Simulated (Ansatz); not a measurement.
Ansatz (a quantum-chemistry and plane-wave program) input file for Ga(F)(Br)(NH2) (BrFGaH2N), SMILES [NH2][Ga]([Br])[F], PBE/def2-SVPD. Geometry optimised at B3LYP-D3(BJ)/def2-SVP. The structure was generated by enumeration; whether it is a known compound was not checked. The values are those of a single conformer.

Ansatz 0.2 input:
```yaml
crystal:
  periodic: [false, false, false]
  atoms:
    - {symbol: Ga, position_ang: [-0.03061922, -0.74702908, -0.00000000]}
    - {symbol: F, position_ang: [-1.60882136, -1.50902836, 0.00000000]}
    - {symbol: Br, position_ang: [0.04965958, 1.53201319, 0.00000000]}
    - {symbol: N, position_ang: [1.42178308, -1.80280715, -0.00000000]}
    - {symbol: H, position_ang: [2.37015181, -1.44656609, 0.00000000]}
    - {symbol: H, position_ang: [1.36786943, -2.81508902, 0.00000000]}
basis:
  gaussian:
    orbitals: def2-SVPD
hamiltonian:
  xc: {name: PBE}
```

Program output:

```
WARN ansatz: RAYON_NUM_THREADS=1 ignored (pool sized by the plan → 1); use --threads N
Functional definition: PBE
integrals: 0.09 GiB planned
1342 factors; their error is unknown
mean field: 0.48 GiB planned
mean field evaluation 1: about -126614.8569 eV, gradient 8.1e1 eV
mean field evaluation 2: about -126549.8972 eV, gradient 1.8e2 eV
mean field evaluation 4: about -126626.0377 eV, gradient 1.5e1 eV
mean field evaluation 8: about -126626.4909 eV, gradient 2.3e-1 eV
mean field evaluation 16: about -126626.4372 eV, gradient 6.6e-5 eV
mean field -126626.43715974 eV, -4653.4357351387 hartree, gradient 6.7e-5 eV, S^2 0.000000; 0 other end points of the search recorded, 0 dependent functions left out
reference -126626.43721128 eV, -4653.4357370326 hartree; 42, 42 occupied and 96, 96 virtual orbitals, 1342 factors
Total energy: -126626.43721128 eV, -4653.4357370326 hartree
```

Self-consistency was reached.

Cost: around 2.2 core-seconds (rough).
